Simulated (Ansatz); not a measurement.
`ClB[TeH]` + CH₃OH → `OCBCl` + H₂Te  (formal exchange of groups at a B–Te bond)

Calculated with Ansatz (gas phase, PBE0-D4/def2-TZVP geometries, no zero-point term in ΔE). CCSD(T)/CBS adds triple-zeta CCSD(T) − MP2 to the extrapolated MP2 energy (def2 sets, frozen cores). This one scheme is used for every species. DFT in def2-TZVPP. Elements past krypton have def2 core potentials. For Te outer-core shells are correlated without core-valence functions, which leaves a few kJ/mol of doubt a bond. Each species was taken in one conformer, which may not be the lowest.

```json
{"level": "BLYP-D4", "ΔE (eV)": "0.53"}
{"level": "ωB97X-V", "ΔE (eV)": "0.47"}
{"level": "MP2/def2-SVP", "ΔE (eV)": "0.57"}
{"level": "CCSD/def2-TZVPP", "ΔE (eV)": "0.53"}
```

What does CCSD(T)/CBS give? (Estimate.)

The calculation gave: +0.59 eV. The listed levels differ from it by -0.06, -0.12, -0.02, -0.06 eV.

Largest T1 diagnostic among the species: 0.014.

In def2-TZVPP, CCSD(T) changes the Hartree–Fock value by +0.09 eV (the triples alone add +0.03 eV) and MP2 by +0.18 eV. From BLYP to BHLYP (50 % exact exchange), in def2-TZVPP and without D4, ΔE moves by −0.05 eV. Leaving LDA and LC-ωPBE aside and taking each functional with its dispersion term where it has one, the values, not all of them listed here, spread over 0.13 eV, from CAM-B3LYP-D4 to PBE-QIDH. LDA lies −0.12 eV from PBE without D4.
